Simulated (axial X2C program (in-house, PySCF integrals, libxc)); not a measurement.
BaMo: properties at the nuclei

Calculated with an axial X2C code built on PySCF integrals: two-component X2C with atomic mean-field Coulomb and Gaunt terms, Gaussian nuclei, basis Ba dyall-cv3z, Mo dyall-cv3z with contracted cores.

R = 3.473 Å (near the PBE0 minimum at charge 0 of the determinant lowest at the starting distance; the state shown can have its own minimum elsewhere).

Determinant lowest in the PBE0 search, Ω = 3 (⟨Sz⟩ = 3.00, ⟨Lz⟩ = 0.00 at PBE0), spin on the atoms Ba 0.35, Mo 2.64:

| level | Eeff magnitude (GV/cm) | Ws magnitude Ba (kHz) | Ws magnitude Mo (kHz) | A∥/gI Ba (MHz) | qzz Ba (a.u.) | A∥/gI Mo (MHz) | qzz Mo (a.u.) | μ (D) |
| --- | --- | --- | --- | --- | --- | --- | --- | --- |
| PBE0 | 5.53 | 1.42 | 0.192 | 247 | -0.95 | 324 | -0.08 | -1.84 |
| BP86 | 4.26 | 1.16 | 0.206 | 332 | -0.96 | 350 | -0.06 | -2.45 |
| LDA | 4.33 | 1.16 | 0.189 | 376 | -0.97 | 343 | -0.02 | -2.83 |
| r2SCAN | 4.96 | 1.45 | 0.271 | 278 | -0.87 | 410 | -0.18 | -1.98 |

Eeff is the effective electric field on the electron electric dipole moment in this Ω state and Ws the scalar–pseudoscalar constant of the nucleus named (defined with the proton number Z and per Ω); A∥ (defined per Ω) follows by multiplying with gI = μI/(I μN); qzz is the electric field gradient, eQq0 = 234.96 MHz × Q/barn × qzz; μ is positive if the Mo end (last atom) is positive. The operators were transformed with the bare-nucleus X2C matrices; with these basis sets, hyperfine constants and field gradients can be off by tens of per cent, and where levels differ in sign neither size nor sign is settled.

Q: With gI(137Ba) = 0.6249, Q(137Ba) = 0.236 barn, gI(95Mo) = -0.3657 (g factors from the IAEA table of nuclear moments by Stone; Q from Pyykkö, Mol. Phys. 2018), turn the PBE0 values of the first state into constants in MHz.

A: A∥(137Ba) = 247 × 0.6249 = 154 MHz; eQq0(137Ba) = 234.96 × (0.236) × (-0.95) = -52.7 MHz; A∥(95Mo) = 324 × -0.3657 = -118 MHz.

Each state is one determinant with collinear spin, which with several unpaired electrons need not be a pure state. This is the top spin component of a Σ state; components of lower Ω are not single determinants and can lie lower. With several open shells hyperfine constants can be off by a factor of several. Open-shell Ω = 0 determinants with evenly filled partner blocks cannot be reached by this program, so the Ω shown need not be the lowest component. Left out as unconverged or as another state under the same occupation: HF in at least one table. States lie within half an eV, so the first need not be the ground state. Further determinants of the search, some of them spin-mixed, are not shown. Where a field gradient or hyperfine factor spreads by more than a factor of two over the levels, a constant derived from it is not to be relied on.
